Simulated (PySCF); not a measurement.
Partial charges of [TcO4]-

Compound: [TcO4]- (charge -1 and singlet state).
Cartesian coordinates in Å at the PBE0-D3(BJ)/def2-SVP level; atoms count from 1:
```xyz
5
TcO4 angstrom
Tc    -0.0005    0.0000    0.0000
O      0.0190   -0.0149    1.6985
O      1.5945    0.0082   -0.5826
O     -0.8093    1.3906   -0.5458
O     -0.8038   -1.3840   -0.5701
```

Density: PBE0/pcSseg-1 (def2-TZVP on Tc) (PySCF); schemes: Mulliken and ESP-fitted. Geometry: PBE0-D3(BJ)/def2-SVP; no solvent, vibrations or thermal averaging. Atoms past krypton carry effective core potentials; spin–orbit coupling is left out. The pcSseg-1 basis has no diffuse functions, a weakness for an anion.

Question: Give the atomic charges in each scheme.

Answer: In e:

| atom | environment | Mulliken | ESP-fitted |
| --- | --- | --- | --- |
| Tc1 | technetium bonded to 4 O | +1.510 | +1.392 |
| O2 | oxygen bonded to Tc | -0.627 | -0.598 |
| O3 | oxygen bonded to Tc | -0.627 | -0.598 |
| O4 | oxygen bonded to Tc | -0.628 | -0.598 |
| O5 | oxygen bonded to Tc | -0.628 | -0.598 |

Mean size of the charges over all atoms: Mulliken 0.804 e, ESP-fitted 0.757 e. Each set sums to the total charge, -1, to within 0.001 e. The ESP scheme fits charges at the nuclei, held to the total charge, to the electrostatic potential on points at 1.4 to 2.0 times the van der Waals radii. The Mulliken scheme counts on each atom the diagonal of the density matrix times the overlap matrix over that atom's basis functions.

Lowest charge. All schemes pick atoms of one kind: Mulliken O4 and O5 (-0.628); ESP-fitted O2, O3, O4 and O5 (-0.598).

Highest charge. All schemes agree: Mulliken Tc1 (+1.510); ESP-fitted Tc1 (+1.392).

Question: How many electrons does the Mulliken scheme count on O5?

Answer: Z − q = 8 − (-0.628) = 8.628.

Question: Sum the charges by element, for elements with more than one atom.

Answer: 
| element | atoms | Mulliken | ESP-fitted |
| --- | --- | --- | --- |
| O | 4 | -2.510 | -2.392 |
